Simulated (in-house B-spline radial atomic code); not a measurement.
**Si⁴⁺: [He] 2s2 2p5 4s1 (an excited or competing configuration)**

All numbers are computed (Dirac-Hartree-Fock, average of configuration; Fermi nucleus of rms radius 3.1224 fm) with a radial B-spline atomic code at the basis-set limit, not measured.

Screening seen three ways: the hydrogenic charge with the same mean radius, Z_r = [3n² - l(l+1)]/(2<r>), the one with the same energy, Z_e = n√(-2ε), and Slater's rules. Values are occupation-weighted means over j.

```json
{"shell": "1s", "electrons": "2", "ε (eV)": "-1972.3", "<r> (bohr)": "0.1109", "Z_r": "13.52", "Z_e": "12.04", "Slater": "13.70"}
{"shell": "2s", "electrons": "2", "ε (eV)": "-246.93", "<r> (bohr)": "0.5453", "Z_r": "11.00", "Z_e": "8.52", "Slater": "10.20"}
{"shell": "2p", "electrons": "5", "ε (eV)": "-199.33", "<r> (bohr)": "0.5066", "Z_r": "9.87", "Z_e": "7.66", "Slater": "10.20"}
{"shell": "4s", "electrons": "1", "ε (eV)": "-30.217", "<r> (bohr)": "3.401", "Z_r": "7.06", "Z_e": "5.96", "Slater": "5.00"}
```

The least bound orbital is 4s1/2 at -30.22 eV, and it is also the most diffuse (<r> = 3.401 bohr).

Spin-orbit splittings of the orbital energies (j = l + 1/2 above j = l - 1/2 when positive): 2p 0.7298 eV.

For the 1s electron the small component carries 0.247 % of the norm, the zero-frequency Breit interaction raises the level by 1.113 eV, self-energy by 0.4794 eV, and vacuum polarisation lowers it by 0.02976 eV.
